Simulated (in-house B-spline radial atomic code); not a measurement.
## How G0W0 and RPA depend on the start: the boron ion B⁺

Configuration [He] 2s2. Computed with a B-spline radial code for spherical atoms: all electrons, scalar-relativistic (spin-free one-electron X2C), finite nucleus, each spin shell either full or empty, empty states to l = 9 with an (l + 1/2)⁻⁴ tail; G0W0 by contour deformation at full frequency.

| start | mean-field 2s (eV) | G0W0 (eV) | QP weight | RPA correlation (Eh) |
| --- | --- | --- | --- | --- |
| Hartree-Fock | -23.784 | ? | ? | ? |
| LDA VWN5 | -19.412 | -25.060 | 0.889 | -0.20829 |
| PBE | -19.510 | -25.020 | 0.890 | -0.20754 |
| PBE0 | -20.798 | ? | ? | ? |
| r2SCAN | -19.730 | -25.095 | 0.907 | -0.19997 |
| HSE06 | -20.382 | -25.040 | 0.911 | -0.19131 |
| B3LYP (VWN-RPA) | -20.584 | -25.033 | 0.912 | -0.19055 |
| SCAN | -19.742 | -25.097 | 0.907 | -0.2004 |
| TPSS | -19.724 | -25.029 | 0.898 | -0.20223 |
| BHandHLYP | -21.968 | -25.007 | 0.935 | -0.17215 |
| CAM-B3LYP | -22.260 | -25.026 | 0.937 | -0.17374 |
| LC-wPBE | -23.815 | -25.005 | 0.951 | -0.16494 |
| wB97X | -23.315 | -25.027 | 0.949 | -0.16516 |
| PBEsol | -19.377 | -25.037 | 0.890 | -0.20723 |
| BLYP | -19.403 | -24.980 | 0.886 | -0.20805 |
| r2SCAN0 | -20.907 | -25.077 | 0.925 | -0.18302 |
| LDA exchange-only | -18.154 | -24.919 | 0.876 | -0.20701 |

Task: What G0W0 level, weight and RPA correlation energy follow from the Hartree-Fock start?

Result: G0W0 level -24.940 eV, weight 0.957, RPA correlation -0.15151 hartree.

Task: What G0W0 level, weight and RPA correlation energy follow from the PBE0 start?

Result: G0W0 level -25.048 eV, weight 0.919, RPA correlation -0.18662 hartree.

Task: How much of the dependence on the start does G0W0 remove?

Result: The mean-field levels span 5.66 eV and the G0W0 levels 0.178 eV. Against 25.155 eV (NIST, measured) the G0W0 removal energies are off by -0.24 to -0.06 eV.
